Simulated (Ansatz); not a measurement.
Cartesian coordinates in Å:
```
Si -0.423 1.808 1.344
Si -0.311 -0.036 -0.059
P -2.221 -0.714 -1.030
C 1.343 -0.474 -0.791
C 0.919 -1.362 0.385
H 0.927 2.020 1.931
H -0.820 3.033 0.598
H -1.404 1.592 2.441
H -1.556 -1.703 -1.804
H -2.178 0.254 -2.070
H 1.365 -0.943 -1.770
H 2.187 0.188 -0.623
H 1.496 -1.269 1.299
H 0.676 -2.393 0.148
```

The species carries charge 0 and has multiplicity 1.

List the CAM-B3LYP/def2-TZVPP orbital energies in eV (Ansatz 0.2.0). (An estimate is asked.)

Ansatz gave: Occupied: -2098.74, -1800.89, -1800.79, -278.64, -278.63, -180.05, -145.51, -145.40, -130.03, -130.01, -129.92, -100.83, -100.82, -100.82, -100.73, -100.72, -100.70, -23.41, -19.72, -18.23, -17.15, -14.94, -14.45, -12.72, -12.39, -11.69, -11.42, -11.36, -10.41, -9.30, -8.95, -7.99. Lowest empty: 0.74, 0.94, 1.25, 1.60, 1.86, 2.14, 2.50, 2.66.
